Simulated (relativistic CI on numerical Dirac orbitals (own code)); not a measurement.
**Cu3+ in a cubic cluster: 1s photoemission with charge transfer**

Computed with a charge-transfer multiplet model of a cubic metal-ligand cluster with up to 2 ligand holes, Slater and spin-orbit integrals from Dirac-Coulomb-Breit ions, Slater integrals scaled by 0.8. The parameters are those of a tetrahedral site (10Dq negative, t2 hopping the larger). The ground state mixes d8 with configurations of k ligand holes L, whose averages lie at kΔ + k(k − 1)U_dd/2; a core hole lowers each added d electron by U_cd. 300 K, Lorentzian 1.1 eV and Gaussian 0.6 eV FWHM.

Atomic integrals in eV (Slater integrals scaled, ζ unscaled), ground: F2dd 11.066, F4dd 6.905, zeta_d 0.110; with the core hole: F2dd 12.371, F4dd 7.752, zeta_d 0.148, G2cd 0.077.

Cluster parameters (eV): Δ = 2.5, U_dd = 7.2, U_cd = 8.9, 10Dq = -0.45, 10Dq(ligand) = 0, final-state hopping factor = 0.8.

Weights, n_d and S are thermal averages at 300 K. Binding energies count from the first peak over 30 % of the highest in each spectrum, which can be another peak from case to case. The parameters are a model scan and need not match a compound or its usual spin state. Peaks in eV (height, largest 100): 0.0 (100), 5.9 (46), 10.0 (31).

Q: Which parameters give this spectrum?
A. V(eg) = 1.35 eV, V(t2g) = -2.29 eV
B. V(eg) = 1.05 eV, V(t2g) = -1.78 eV
C. V(eg) = 1.65 eV, V(t2g) = -2.8 eV
D. V(eg) = 2.55 eV, V(t2g) = -4.33 eV
E. V(eg) = 1.95 eV, V(t2g) = -3.31 eV

A: C. V(eg) = 1.65 eV, V(t2g) = -2.8 eV; the ground state then has 8.34 d electrons and S = 1.00. The choice follows from running the model for each set and comparing peak positions and heights.
